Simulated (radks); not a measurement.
Values are calculated unless marked as measured or tabulated.
Question: The ytterbium ion Yb2+, [Xe] 4f14. Level of theory: non-relativistic Kohn-Sham, exchange-only LDA, spin-polarised, spherical densities, point nucleus (a radial shooting solver on a logarithmic mesh with Libxc functionals). Every spin shell is full or empty, so the densities are truly spherical. Functionals are evaluated on that one density, not self-consistently. Rank these orbital-free kinetic functionals by their error against the exact value of the orbitals, and give that value: Thomas-Fermi, TF + vW, TF + vW/9, TF + vW/5, LC94, APBEK, revAPBEK, Thakkar, LKT, PG1, DePristo-Kress, Ernzerhof.

Answer: Exact: 13380.3 hartree. From best to worst, with 100 (|E| - |E exact|)/|E exact| (equal figures are ties): APBEK -0.02, LC94 -0.06, revAPBEK +0.12, DePristo-Kress -0.26, Ernzerhof -0.55, TF + vW/9 -0.78, Thakkar -0.81, TF + vW/5 +2.52, Thomas-Fermi -4.89, PG1 +13.01, LKT +16.68, TF + vW +32.17.
